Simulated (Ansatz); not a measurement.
C$_{2}$HF$_{5}$, charge +1, doublet, at a GFN2-xTB geometry (a state made from the parent by changing its charge; the spin is typed, not shown lowest); PBE0/def2-SVP (Ansatz, an electronic-structure program).

Here is a job for Ansatz.
Ansatz 0.2 input:
```yaml
crystal:
  periodic: [false, false, false]
  atoms:
    - {symbol: F, position_ang: [1.23800956, -1.23601556, 0.52034499]}
    - {symbol: C, position_ang: [1.02696466, -0.18445344, -0.21020972]}
    - {symbol: F, position_ang: [1.57242578, 0.87660154, 0.30034638]}
    - {symbol: C, position_ang: [-0.71653643, 0.09712544, -0.15651253]}
    - {symbol: F, position_ang: [-0.98326730, 0.26981887, 1.09638611]}
    - {symbol: F, position_ang: [-0.91782864, 1.15425581, -0.87502986]}
    - {symbol: F, position_ang: [-1.25403533, -0.96967226, -0.65385338]}
    - {symbol: H, position_ang: [1.23969399, -0.33092755, -1.29341463]}
basis:
  gaussian:
    orbitals: def2-SVP
hamiltonian:
  xc: pbe0
total_charge: 1
magnetization: {spin_polarized: true, initial_magnetization: 1}
```

Q: Predict the main parts of the log of this Ansatz run.

A: 
```
Functional definition: PBE0
991 factors; integrals over basis functions are off by at most 1.2e-3 eV
mean field evaluation 1: about -15630.2951 eV, gradient 4.2e1 eV
mean field evaluation 2: about -15624.6032 eV, gradient 6.1e1 eV
mean field evaluation 4: about -15635.1501 eV, gradient 1.1e0 eV
mean field evaluation 8: about -15635.4557 eV, gradient 1.3e-1 eV
mean field evaluation 16: about -15635.4558 eV, gradient 1.2e-4 eV
mean field -15635.45577156 eV, -574.5924015121 hartree, gradient 1.4e-5 eV, S^2 0.752240; 0 other end points of the search recorded, 0 dependent functions left out
reference -15635.45578257 eV, -574.5924019170 hartree; 29, 28 occupied and 74, 75 virtual orbitals, 991 factors
Total energy: -15635.45578257 eV, -574.5924019170 hartree
```
